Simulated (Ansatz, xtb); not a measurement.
**Relative energy of two structures of BFHLiSi**

Structure I: a singlet given by its coordinates. Structure II: a triplet given by its coordinates. Both are isolated molecules in the gas phase, relaxed with PBE0-D3(BJ)/def2-SVP.

I (Å):

```xyz
5

B     1.7390   -0.7747   -1.6572
F     2.3351   -1.0268   -0.5036
Li    1.5032   -2.5573   -3.4393
Si    0.9143   -0.1688   -3.1793
H     2.5255   -0.1935   -2.6879
```

Close contacts (Å): B1–F2 1.32, B1–Li3 2.53, B1–Si4 1.83, Li3–Si4 2.47, B1–H5 1.42, Si4–H5 1.68.

II (Å):

```yaml
atoms:
  - { symbol: B, position_ang: [-0.5300, -0.4676, -0.5592] }
  - { symbol: F, position_ang: [0.5716, 0.3630, -0.9566] }
  - { symbol: Li, position_ang: [1.1185, 0.5459, 0.7373] }
  - { symbol: Si, position_ang: [-0.8166, -0.9069, 1.3846] }
  - { symbol: H, position_ang: [-1.1719, -0.8054, -1.5321] }
```

Close contacts (Å): B1–F2 1.44, B1–Li3 2.33, B1–Si4 2.01, F2–Li3 1.79, Li3–Si4 2.50, B1–H5 1.21.

**Question.** Estimate which is lower in electronic energy at CCSD(T)/def2-TZVPP, and by roughly how much.

**Answer.** The CCSD(T)/def2-TZVPP calculation puts structure I lower, by 37.5 kJ/mol.

Level by level:

```
               level              geometry  E(II) − E(I) (kJ/mol)  departure from the last row (kJ/mol)  job, with rough time for the two
PBE0-D3(BJ)/def2-SVP  PBE0-D3(BJ)/def2-SVP                   +26.5                                 −10.9               optimisation, 3 min
       HF/def2-TZVPP  PBE0-D3(BJ)/def2-SVP                   −64.4                                −101.8           part of the CCSD(T) run
      MP2/def2-TZVPP  PBE0-D3(BJ)/def2-SVP                   +48.5                                 +11.0           part of the CCSD(T) run
  CCSD(T)/def2-TZVPP  PBE0-D3(BJ)/def2-SVP                   +37.5                                                   single point, 3.3 min
```

HF/def2-TZVPP puts the two in the other order. The largest departure from CCSD(T)/def2-TZVPP is that of HF/def2-TZVPP, 101.8 kJ/mol. Levels run at GFN2-xTB geometries aren't shown.

With harmonic frequencies from PBE0-D3(BJ)/def2-SVP (ideal gas, rigid rotor, one conformer each, 298.15 K, 1 atm): on the last row, ΔE + ΔZPE = +40.3, ΔH = +40.5, ΔG = +37.8 kJ/mol.

Open shells are spin-unrestricted. The correlated steps freeze 7 core orbitals; the last core shell of Li is correlated, in a basis made for valence electrons. ΔG holds the spin degeneracy. Mirror images aren't counted in ΔG. Run with Ansatz 0.2.0; the last row on 1 thread of AMD EPYC (Zen 3) on a shared host.
